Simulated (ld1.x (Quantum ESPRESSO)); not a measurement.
Ranking TM semilocal potentials for Cs

All share these settings but for the change named:

* Element: caesium (Cs)
* Generator: ld1.x (Quantum ESPRESSO) 7.5
* Type: norm-conserving Troullier–Martins (semilocal form)
* Functional: PBE
* Relativity: scalar-relativistic
* Frozen core: [Xe]
* Valence charge: 1
* Reference configuration: 5d0 6s1 6p0
* Partial waves: 6s (bound): rc 3.15 bohr; 6p (bound, empty): rc 3.35 bohr; 5d (bound, empty): rc 3.70 bohr
* Local potential: the d channel
* Core correction: Bessel-smoothed model core inside 2.80 bohr

Test errors are all-electron minus pseudo excitation energies from the reference, over 5d0 6s0.5 6p0; 5d0 6s0 6p1; 5d1 6s0 6p0; 5d0.5 6s0.5 6p0. None of these files shows a bound ghost.

Of 8 variants that were run, those that failed, showed a ghost or another fault, or gave nearly equal values are left out.

Problem. Rank these variants by their largest absolute test error, smallest first.
A. wave 6p (bound): rc 3.35 bohr becomes 6p (bound): rc 5.08 bohr
B. wave 6p (bound): rc 3.35 bohr becomes 6p (bound): rc 4.54 bohr
C. wave 6p (bound): rc 3.35 bohr becomes 6p (bound): rc 4.30 bohr
D. wave 6p (bound): rc 3.35 bohr becomes 6p (bound): rc 3.72 bohr

Solution. D (3.6 meV), C (9.8 meV), B (11.6 meV), A (13.9 meV).
